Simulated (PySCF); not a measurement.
Several molecules and their computed UV-vis stick spectra, shuffled. Computed with TDDFT PBE0/def2-SVPD, vertical, gas phase, core orbitals frozen in the response in PySCF. Geometries: GFN2-xTB; one conformer of each isolated species. Triplets are in the Tamm–Dancoff approximation.

A. `CC(=C=CC(F)(F)F)C#N`
B. `C(C)(=O)C(C#N)C(C)=O`
C. `N#CC1(S)CC1`
D. `COCCOC`
E. `C[C@H](F)C1CC1`

Lowest singlet levels (six at most, fewer where fewer were computed) with oscillator strengths:

1. 231 nm (f 0.001); 196 nm (f 0.032); 183 nm (f 0.005); 182 nm (f 0.011); 170 nm (f 0.020); 166 nm (f 0.067); T1 4.80 eV
2. 177 nm (f 0.019); 174 nm (f 0.010); 166 nm (f 0.009); 162 nm (f 0.002); 158 nm (f 0.016); 156 nm (f 0.008); T1 6.84 eV
3. 230 nm (f 0.000); 214 nm (f 0.000); 197 nm (f 0.354); 188 nm (f 0.000); 165 nm (f 0.024); 165 nm (f 0.174); T1 3.89 eV
4. 152 nm (f 0.004); 149 nm (f 0.002); 148 nm (f 0.005); 145 nm (f 0.035); 144 nm (f 0.003); 141 nm (f 0.020); T1 8.02 eV
5. 290 nm (f 0.008); 277 nm (f 0.000); 219 nm (f 0.009); 198 nm (f 0.072); 179 nm (f 0.008); 179 nm (f 0.002); T1 3.68 eV

Question: Which spectrum belongs to which structure?

Answer: 1 = C, 2 = D, 3 = A, 4 = E, 5 = B.
- A: S1 at 5.39 eV, HOMO→LUMO+1 (92%); Löwdin shares by element: HOMO carbon 61% or more, nitrogen 18% (atoms not listed hold the other 21%); LUMO carbon 61% or more, nitrogen 15% (atoms not listed hold the other 24%); HOMO -8.54 and LUMO -1.81 eV.
- B: S1 at 4.28 eV, HOMO→LUMO (82%), HOMO-1→LUMO+1 (11%); Löwdin shares by element: HOMO oxygen 54%, carbon 20% or more (atoms not listed hold the other 26%); LUMO carbon 40% or more, oxygen 38% (atoms not listed hold the other 22%); HOMO -8.10 and LUMO -1.98 eV.
- C: S1 at 5.36 eV, HOMO→LUMO (96%); Löwdin shares by element: HOMO sulfur 71%, carbon 15% or more, hydrogen 6% or more; LUMO sulfur 47%, carbon 24% or more, nitrogen 11% (atoms not listed hold the other 18%); HOMO -7.55 and LUMO -0.54 eV.
- D: S1 at 7.00 eV, HOMO→LUMO (83%), HOMO-1→LUMO+1 (8%); Löwdin shares by element: HOMO oxygen 60%, carbon 15% or more (atoms not listed hold the other 25%); LUMO carbon 43% or more, hydrogen 10% or more (atoms not listed hold the other 48%); HOMO -7.45 and LUMO 0.71 eV.
- E: S1 at 8.16 eV, HOMO→LUMO (91%); Löwdin shares by element: HOMO carbon 76% or more (atoms not listed hold the other 24%); LUMO carbon 31% or more, hydrogen 20% or more (atoms not listed hold the other 49%); HOMO -8.43 and LUMO 0.88 eV.
A and C have S1 within 0.03 eV of each other; their strongest listed levels stand at 6.30 eV (f 0.354) and 7.45 eV (f 0.067).
